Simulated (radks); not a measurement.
Results of a calculation; reference values are marked as such.
Tc3+, 40 electrons, occupied as [Kr] 4d2 5s1 5p1 (not the ground configuration).

Code: a radial shooting solver on a logarithmic mesh with Libxc functionals. Model: non-relativistic Kohn-Sham, BLYP, spin-unpolarised, spherical densities, point nucleus; relativity is left out, which matters for an element this heavy.

Energy parts (eV):
part                       energy
total                 -114394.051
kinetic                114348.219
electron-nucleus      -270559.411
Hartree                 45213.940
exchange-correlation    -3396.800

Orbitals (lengths in bohr, moments of r in powers of bohr; r(90%) holds 90 % of the orbital's charge):
| orbital | occ. | eigenvalue (eV) | r(90%) |
|---|---|---|---|
| 1s | 2 | -20366.27 | 0.0631 |
| 2s | 2 | -2892.787 | 0.238 |
| 2p | 6 | -2674.518 | 0.215 |
| 3s | 2 | -537.5341 | 0.630 |
| 3p | 6 | -452.7952 | 0.635 |
| 3d | 10 | -297.2045 | 0.634 |
| 4s | 2 | -109.9535 | 1.54 |
| 4p | 6 | -84.4584 | 1.67 |
| 4d | 2 | -43.9785 | 2.16 |
| 5s | 1 | -31.2300 | 3.59 |
| 5p | 1 | -24.7362 | 4.07 |

The highest occupied level is 5p at -24.736 eV. The electron density at the nucleus is 5.555e+04 e/bohr^3. Summed over all electrons, <r^2> = 36.03 bohr^2, which gives a Langevin (diamagnetic) susceptibility term of -28.5 x 10^-6 cm^3/mol.
